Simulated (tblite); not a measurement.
CH7Ge2O (doublet state).
Numbering: `[CH3:1][GeH2:2][O:3][GeH2:4]` (hydrogens: H5, H6, H7 on C1; H8, H9 on Ge2; H10, H11 on Ge4)

Computed with GFN2-xTB (tblite), gas phase: L-BFGS steps from a force-field or distance-geometry start until the largest atomic force falls under 0.01 eV/Å.

Step 70: E = -370.5932 eV
```
atom  x, y, z in Å  |  force x, y, z in eV/Å
C1      1.8534   -0.1267   -0.0585    0.012   0.066   0.024
Ge2     0.1505   -1.0845   -0.2842    0.046  -0.005   0.055
O3     -1.1421    0.0567   -0.0355   -0.058   0.043   0.021
Ge4    -2.4272    1.2543   -0.1013    0.026   0.005  -0.014
H5      1.9850    0.5837   -0.8723    0.008   0.011   0.011
H6      1.8569    0.4248    0.8794   -0.031   0.004  -0.004
H7      2.7011   -0.8047   -0.0541   -0.010  -0.058  -0.032
H8     -0.0475   -1.6302   -1.6784   -0.022  -0.039  -0.014
H9     -0.1297   -2.1560    0.7454    0.018   0.002  -0.040
H10    -1.6110    2.5901    0.3027    0.011  -0.013  -0.011
H11    -3.1843    0.8952    1.2705    0.000  -0.015   0.004
```

Step 71: E = -370.5924 eV
```
atom  x, y, z in Å  |  force x, y, z in eV/Å
C1      1.8200   -0.0938   -0.0561    0.017   0.042   0.045
Ge2     0.1529   -1.1192   -0.2834   -0.082   0.044   0.096
O3     -1.2093   -0.0790    0.0952   -0.067   0.124  -0.061
Ge4    -2.3738    1.2490   -0.1051    0.107  -0.150   0.057
H5      1.9420    0.6115   -0.8771   -0.013  -0.026   0.026
H6      1.7988    0.4685    0.8752   -0.052   0.000  -0.002
H7      2.6875   -0.7467   -0.0306   -0.013  -0.043  -0.052
H8     -0.0481   -1.5945   -1.7081   -0.026  -0.018   0.036
H9     -0.0729   -2.2614    0.6888    0.064   0.073  -0.089
H10    -1.4842    2.5561    0.2594    0.018  -0.041  -0.002
H11    -3.2075    1.0123    1.2555    0.048  -0.005  -0.055
```

Step 72: E = -370.5955 eV
```
atom  x, y, z in Å  |  force x, y, z in eV/Å
C1      1.8407   -0.1100   -0.0574   -0.001  -0.002   0.008
Ge2     0.1521   -1.0957   -0.2805    0.011   0.010  -0.008
O3     -1.1628    0.0121    0.0128   -0.018  -0.005   0.011
Ge4    -2.4014    1.2495   -0.1032   -0.024   0.039  -0.014
H5      1.9674    0.5985   -0.8744    0.005  -0.012   0.027
H6      1.8324    0.4436    0.8786   -0.013   0.007   0.007
H7      2.6913   -0.7857   -0.0482   -0.006  -0.005  -0.026
H8     -0.0507   -1.6213   -1.6861   -0.013  -0.015   0.022
H9     -0.1158   -2.1928    0.7228    0.041   0.002  -0.019
H10    -1.5594    2.5730    0.2883    0.013  -0.010  -0.005
H11    -3.1884    0.9315    1.2611    0.006  -0.009  -0.002
```

Step 73: E = -370.5962 eV
```
atom  x, y, z in Å  |  force x, y, z in eV/Å
C1      1.8345   -0.1036   -0.0568   -0.006  -0.010   0.012
Ge2     0.1523   -1.1015   -0.2800   -0.006   0.019  -0.006
O3     -1.1751   -0.0123    0.0367   -0.020   0.001   0.002
Ge4    -2.3914    1.2481   -0.1036   -0.014   0.023  -0.011
H5      1.9597    0.6037   -0.8749    0.001  -0.014   0.024
H6      1.8219    0.4519    0.8779   -0.015   0.006   0.010
H7      2.6880   -0.7755   -0.0444   -0.002  -0.003  -0.027
H8     -0.0512   -1.6148   -1.6906   -0.014  -0.010   0.026
H9     -0.1052   -2.2120    0.7116    0.048   0.011  -0.021
H10    -1.5357    2.5660    0.2801    0.014  -0.014  -0.003
H11    -3.1924    0.9527    1.2578    0.012  -0.008  -0.008
```

Q: Estimate the geometry and energy of step 74. (The exact step hangs on the optimiser's Hessian estimate; all steps are aligned on step 73, rigid shifts and turns removed.)

A: E = -370.5963 eV, largest force 0.086 eV/Å
```
atom  x, y, z in Å  |  force x, y, z in eV/Å
C1      1.8187   -0.0885   -0.0547    0.004  -0.030   0.022
Ge2     0.1520   -1.1151   -0.2783   -0.055   0.033   0.012
O3     -1.2034   -0.0712    0.0976   -0.022   0.039  -0.032
Ge4    -2.3652    1.2431   -0.1049    0.017  -0.045   0.013
H5      1.9396    0.6164   -0.8757   -0.009  -0.024   0.020
H6      1.7949    0.4725    0.8766   -0.018  -0.004   0.011
H7      2.6812   -0.7500   -0.0348   -0.017   0.015  -0.028
H8     -0.0564   -1.5963   -1.7012   -0.014  -0.001   0.038
H9     -0.0778   -2.2606    0.6829    0.064   0.046  -0.034
H10    -1.4776    2.5482    0.2577    0.018  -0.027   0.005
H11    -3.2006    1.0042    1.2484    0.033  -0.003  -0.028
```

The energy changes by -0.0001 eV. The first-order estimate −F·Δx gives -0.0015 eV and the mean of the old and new forces, exact on a quadratic surface, +0.0002 eV. The step makes an angle of 84° with the force vector and moves no atom by more than 0.089 Å.

What follows is the cost of the whole relaxation. On one thread, Arm Neoverse V1 (aarch64), shared host with 32 logical CPUs at a one-minute load of 21, this took 0.47 s.
